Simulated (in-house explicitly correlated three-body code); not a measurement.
Computed with an exponentially correlated three-body code. Model: two electrons around a point charge, non-relativistic, variational in 260 exponentially correlated functions (energies converged to about 1e-7 hartree, or 1e-8 relative for large Z).

Command:
```bash
python run_hyl.py task.json out
```
Settings (lengths in bohr, energies in hartree):
```
Z                      1
screening              0.002
interaction_strength   1
functions              260
states_tried           1
```

Run time, properties included: 6.1 s on 1 thread of Intel(R) Xeon(R) 6975P-C (Granite Rapids), on a shared host.

**Ground state only, binding against the one-electron ion.**

Given: nuclear charge 1; Yukawa screening of all interactions 0.002 1/bohr.

Computed: one-electron threshold -0.498002996 hartree.

```csv
term,energy (hartree),binding (eV)
1 1S,-0.525753033,0.75512
```

**Converged states only, values per electron or pair (inverse distances are <exp(-kr)/r>).**

```
term  mean r (bohr)  mean r squared (bohr²)  mean inverse r (1/bohr)  mean r12 (bohr)  mean inverse r12 (1/bohr)  mean cosine  mean p1 dot p2 (bohr⁻²)  delta r1 (bohr⁻³)  delta r12 (bohr⁻³)
1 1S         2.7102                  11.914                  0.68127           4.4127                    0.30903     -0.10515                 0.032879            0.16455           0.0027381
```
